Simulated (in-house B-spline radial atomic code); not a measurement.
Configurations of Sc V (Sc4+), with energies counted from [Ne] 3s2 3p5. Computed with a B-spline radial code for spherical atoms: non-relativistic PBE0, spin-polarised, spherical fractional occupations, exact exchange averaged over the configuration, point nucleus. Shells without spins written out take the highest spin.

Occupations are held fixed; configurations that lie above the ionisation limit could autoionise.

```csv
configuration,E - E(ref) (eV),highest orbital,its <r> (bohr)
[Ne] 3s2 3p4 4s1,48.017,4s up,2.41
[Ne] 3s1 3p5 3d1,52.656,3d up,1.187
[Ne] 3s1 3p5 4f1,92.091,4f up,3.312
[He] 2s2 2p5 3s2 3p6,374.73,3p down,1.049
```

Q: Order these further configurations by energy, lowest first.
A. [Ne] 3s2 3p4 4f1
B. [Ne] 3s1 3p5 4d1
C. [Ne] 3s1 3p5 4p1
D. [Ne] 3s2 3p4 3d1

A: D (30.34 eV), A (69.381 eV), C (76.913 eV), B (86.048 eV).
